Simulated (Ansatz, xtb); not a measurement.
Worked example: C2H8OSi → SiH2O + C2H6

Species: C2H8OSi `CC[SiH2]O`, singlet; SiH2O (oxosilane) `O=[SiH2]`, singlet; C2H6 (ethane) `CC`, singlet. 

Shapes, held fixed at every level: PBE0-D4/def2-TZVP. Flexible molecules stand in one conformer, not always the lowest. Programs: Ansatz 0.2.0, xtb 6.7.1. The zero-point and thermal change to 298 K, harmonic and unscaled (PBE0-D4/def2-TZVP), is -6.2 kJ/mol.

At CCSD(T)/CBS estimate; 1 Eh = 2625.50 kJ/mol:

| species | energy (Eh) |
| --- | --- |
| C2H8OSi | -445.225896 |
| SiH2O | -365.436296 |
| C2H6 | -79.719537 |

**Question.** Work out ΔH(298 K) of the reaction at this level.

**Answer.** 
1. Products less reactants: (-365.436296) + (-79.719537) − [(-445.225896)] = 0.070063 Eh = +184.0 kJ/mol.
2. With the thermal change: +184.0 + (-6.2) = +177.8 kJ/mol.

Other levels give +165.6 (CCSD(T)/def2-SVP) to +195.5 kJ/mol (r2SCAN0-D4/def2-TZVPP). No measured value is set beside it here. The CBS estimate extrapolates MP2 from def2-TZVPP and def2-QZVPP and adds CCSD(T) − MP2 in the triple-zeta set, cores frozen.
